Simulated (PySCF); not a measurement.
# Electronic absorption of C6H13BO2

Compound: C₆H₁₃BO₂.
Z-matrix (Å and degrees, PBE0-D3(BJ)/def2-SVP geometry), rows numbered from 1:
```
C 
C   1  1.5310
C   2  1.5298  1  110.45
C   2  1.5377  1  109.50  3  -120.89
B   2  1.5758  1  110.17  3   122.47
O   5  1.3682  2  123.92  1  -147.48
C   6  1.4160  5  108.66  2  -175.45
C   7  1.5431  6  104.87  5    -5.37
O   5  1.3686  2  123.52  1    35.06
H   1  1.1006  2  111.48  3  -178.31
H   1  1.1019  2  111.54  3   -58.16
H   1  1.1037  2  110.65  3    61.43
H   3  1.1017  2  111.53  1    59.13
H   3  1.1037  2  110.73  1   -60.62
H   3  1.1005  2  111.47  1   179.10
H   4  1.1020  2  111.57  1   179.27
H   4  1.1041  2  110.39  1    59.79
H   4  1.1016  2  111.58  1   -59.82
H   7  1.1014  6  109.68  5  -126.65
H   7  1.1028  6  109.33  5   115.36
H   8  1.1028  7  112.36  6  -112.12
H   8  1.1013  7  112.66  6   125.90
```

Method used: PySCF, TDDFT wB97X-D/def2-SVPD, vertical, gas phase, core orbitals frozen in the response.

```csv
state,E (eV),λ (nm),f,|μ| (D),"main configurations (H = HOMO, L = LUMO)"
S1,7.47,165.9,0.0001,0.07,H→L (86%)
S2,8.15,152.2,0.0046,0.38,"H-1→L (62%), H-1→L+2 (12%), H-1→L+1 (12%)"
S3,8.30,149.4,0.038,1.09,"H→L+2 (68%), H→L+1 (11%)"
S4,8.37,148.1,0.027,0.92,"H-1→L+2 (59%), H-1→L (19%), H-1→L+7 (13%)"
S5,8.47,146.4,0.0014,0.21,"H→L+1 (50%), H→L+4 (31%)"
S6,8.76,141.6,0.0027,0.28,"H→L+3 (60%), H-3/H-2→L (≥11%), H-5→L (10%)"
S7,8.99,137.9,0.028,0.91,"H-3/H-2→L (≥68%), H-3/H-2→L+1 (≥12%)"
S8,9.04,137.2,0.080,1.53,"H-3/H-2→L (≥34%), H-4→L (30%)"
S9,9.12,136.0,0.065,1.37,"H-4→L (50%), H-3/H-2→L (≥21%)"
S10,9.26,133.9,0.117,1.83,"H-1→L+4 (40%), H-1→L+1 (36%)"
```

Triplets, Tamm–Dancoff:

| state | E (eV) | λ (nm) | main configurations (H = HOMO, L = LUMO) |
| --- | --- | --- | --- |
| T1 | 7.35 | 168.6 | H→L (73%), H→L+2 (10%) |
| T2 | 7.52 | 164.9 | H→L+2 (50%), H→L+7 (20%), H→L (9%) |
| T3 | 7.61 | 163.0 | H-1→L+2 (53%), H-1→L+7 (26%) |
| T4 | 8.15 | 152.1 | H-1→L (76%) |

The lowest singlet lies at 7.47 eV (166 nm, vacuum ultraviolet) and is dark (f under 0.0005); its leading configuration is HOMO→LUMO (86%). The strongest level in the table is S10 at 9.26 eV (134 nm, f = 0.117). It is the last of those listed, so stronger ones may follow. Löwdin shares by element: HOMO oxygen 57%, carbon 18% or more (atoms not listed hold the other 25%); LUMO boron 38%, carbon 15% or more, oxygen 5% or more (atoms not listed hold the other 42%). Orbital energies (eV): HOMO-3 -10.94, HOMO-2 -10.94, HOMO-1 -10.12, HOMO -9.93, LUMO 1.79, LUMO+1 2.69, LUMO+2 2.76. The oscillator strengths of these states sum to 0.364; summed over the whole spectrum of an exact calculation they would give the number of electrons, 70 (Thomas–Reiche–Kuhn). The listed states span 1.79 eV, and the widest gap between neighbours is 0.67 eV (S1 to S2). The vertical ionisation energy (ΔSCF) is 10.14 eV, 0.88 eV above S10. Orbitals of the list HOMO-3 to LUMO+2 that lie within 0.01 eV of each other are written together with a slash and their weights summed (≥ marks a lower bound); for degenerate orbitals outside that list single weights are arbitrary. Only the lowest 10 singlets were computed, as vertical energies without vibronic structure.
